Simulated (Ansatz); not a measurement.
Reaction (ligand exchange at the Si–O bond): `O[SiH](O)O[SiH](O)F` + `O[SiH](F)S` → `O[SiH](O)S[SiH](O)F` + `O[SiH](O)F`

Program: Ansatz. Geometries: PBE0-D4/def2-TZVP. ΔE: electronic, gas phase. CCSD(T)/CBS adds triple-zeta CCSD(T) − MP2 to the extrapolated MP2 energy (def2 sets, frozen cores). This one scheme is used for every species. Functionals use def2-TZVPP. One conformer a species, not always the lowest.

`O[SiH](O)O[SiH](O)F`:

Cartesian coordinates in Å:
```
O 2.610 0.764 -0.195
Si 1.073 0.952 0.292
O 0.314 1.957 -0.748
O 0.266 -0.478 0.336
Si -1.071 -1.216 -0.189
O -1.777 -2.094 0.972
F -2.054 -0.048 -0.681
H 2.783 0.708 -1.136
H 1.137 1.464 1.670
H -0.634 1.852 -0.859
H -0.829 -2.105 -1.330
H -1.816 -1.757 1.868
```

`O[SiH](F)S`:

```xyz
7

O    -0.985   -0.571    1.214
Si   -0.084    0.359    0.234
F    -0.951    1.043   -0.915
S     1.375   -0.857   -0.716
H    -1.328   -1.400    0.873
H     0.460    1.442    1.067
H     1.513   -0.016   -1.755
```

`O[SiH](O)S[SiH](O)F`:

```xyz
12

O    -0.496   -2.004    1.893
Si   -0.580   -0.935    0.664
O     0.054   -1.643   -0.681
S     0.526    0.798    1.236
Si    0.424    1.861   -0.617
O     0.665    0.895   -1.892
F    -1.007    2.551   -0.720
H    -0.387   -1.675    2.786
H    -1.958   -0.590    0.274
H     0.864   -2.146   -0.557
H     1.429    2.934   -0.596
H     0.465   -0.046   -1.790
```

`O[SiH](O)F`:

Z-matrix (Å, degrees):
```
Si
O 1 1.619
F 1 1.595 2 111.7
O 1 1.630 2 108.7 3 118.8
H 1 1.469 2 107.5 3 -117.0
H 2 0.959 1 118.7 3 -79.5
H 4 0.958 1 118.6 2 -158.0
```

```json
{"level": "PBE-D4", "ΔE (kcal/mol)": "9.5"}
{"level": "r2SCAN-D4", "ΔE (kcal/mol)": "12.7"}
{"level": "ωB97X-V", "ΔE (kcal/mol)": "13.9"}
{"level": "B2PLYP", "ΔE (kcal/mol)": "15.1"}
{"level": "PBE0", "ΔE (kcal/mol)": "11.9"}
{"level": "HF/def2-TZVPP", "ΔE (kcal/mol)": "20.7"}
{"level": "MP2/def2-QZVPP", "ΔE (kcal/mol)": "13.0"}
{"level": "CCSD/CBS(def2)", "ΔE (kcal/mol)": "15.3"}
```

Question: What does CCSD(T)/CBS give? (Estimate.)

Answer: The calculation gave: +13.9 kcal/mol. The listed levels differ from it by -4.4, -1.2, 0.0, 1.2, -2.0, 6.8, -0.9, 1.4 kcal/mol.

Largest T1 diagnostic among the species: 0.012.

In def2-TZVPP, CCSD(T) changes the Hartree–Fock value by −6.1 kcal/mol (the triples alone add −1.4 kcal/mol) and MP2 by −7.5 kcal/mol. From PBE to PBE0 (25 % exact exchange), in def2-TZVPP and without D4, ΔE moves by +1.5 kcal/mol. The D4 term adds −1.6 kcal/mol with B3LYP and −0.8 kcal/mol with PBE0; it sums over pairs of atoms, weighted by their polarisabilities, and B3LYP, whose exchange is more repulsive, gets the larger term.

B3LYP here is the variant with VWN-RPA as its local correlation; programs differ in this.
